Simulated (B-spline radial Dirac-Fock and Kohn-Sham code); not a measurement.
What relativity does to the binding energies of Ba⁺

System: barium as Ba⁺ in the configuration [Xe] 6s1.

Both columns are ΔSCF binding energies of the configuration average from a radial finite-basis atomic code: non-relativistic Hartree-Fock with a point nucleus, and Dirac-Fock with a finite nucleus and the Coulomb interaction alone, averaged over the two j levels with weights 2j+1.

| shell | Hartree-Fock (eV) | Dirac-Fock (eV) | shift (eV) | shift (%) |
| --- | --- | --- | --- | --- |
| 1s | 35916.6 | 37592.2 | +1675.66 | +4.67 |
| 2s | 5607.2 | 6025.0 | +417.74 | +7.45 |
| 2p | 5274.7 | 5399.8 | +125.10 | +2.37 |
| 3s | 1221.9 | 1313.0 | +91.05 | +7.45 |
| 3p | 1078.8 | 1107.2 | +28.43 | +2.64 |
| 3d | 814.8 | 802.3 | -12.42 | -1.52 |
| 4s | 259.5 | 278.4 | +18.93 | +7.29 |
| 4p | 205.1 | 209.5 | +4.35 | +2.12 |
| 4d | 109.0 | 105.2 | -3.85 | -3.53 |
| 5p | 28.73 | 28.80 | +0.06 | +0.22 |
| 6s | 9.06 | 9.37 | +0.30 | +3.36 |

Relativity binds 1s, 2s, 2p, 3s, 3p, 4s, 4p, 5p, 6s more strongly, among those listed most of all 3s in relative terms, and 3d, 4d more weakly, because the contracted s and p shells screen the nucleus better.

Values without a named source are computed, but for edge energies of neutral atoms, which are taken from tables.
